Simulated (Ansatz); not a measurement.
`C=C([SiH3])[SiH2]O` and `C=C([SiH3])[SiH2][SiH3]` differ in one atom or group.

Ansatz, PBE0-D4/def2-TZVP geometries, multiplicity 1. Each molecule was computed in one conformer, which needn't be the lowest.

| property | `C=C([SiH3])[SiH2]O` |
| --- | --- |
| size of the dipole moment (PBE/def2-TZVPP) / D | 1.53 |
| LUMO energy (PBE0/def2-TZVPP) / eV | -0.89 |
| HOMO energy (B3LYP/def2-TZVPP) / eV | -7.85 |
| LUMO energy (ωB97M-V/def2-TZVPP) / eV | 1.20 |
| LUMO energy (PBE/def2-TZVPP) / eV | -1.88 |
| LUMO energy (B3LYP/def2-TZVPP) / eV | -1.09 |

Problem. Give the same properties after the change, and the shifts. (Best estimate.)

Solution. The calculation gave: 
```json
{"property": "size of the dipole moment (PBE/def2-TZVPP) / D", "`C=C([SiH3])[SiH2][SiH3]`": "0.84", "shift": "-0.69"}
{"property": "LUMO energy (PBE0/def2-TZVPP) / eV", "`C=C([SiH3])[SiH2][SiH3]`": "-1.02", "shift": "-0.13"}
{"property": "HOMO energy (B3LYP/def2-TZVPP) / eV", "`C=C([SiH3])[SiH2][SiH3]`": "-7.54", "shift": "0.31"}
{"property": "LUMO energy (ωB97M-V/def2-TZVPP) / eV", "`C=C([SiH3])[SiH2][SiH3]`": "1.02", "shift": "-0.18"}
{"property": "LUMO energy (PBE/def2-TZVPP) / eV", "`C=C([SiH3])[SiH2][SiH3]`": "-1.98", "shift": "-0.10"}
{"property": "LUMO energy (B3LYP/def2-TZVPP) / eV", "`C=C([SiH3])[SiH2][SiH3]`": "-1.20", "shift": "-0.11"}
```

With PBE0 the HOMO rises by 0.33 eV and the LUMO falls by 0.13 eV, so the gap narrows by about 0.46 eV. PBE moves the HOMO by 0.16 eV and ωB97M-V by 0.48 eV. Dipoles are sizes alone; their direction can turn.

B3LYP here is the variant with VWN-RPA as its local correlation; programs differ in this.
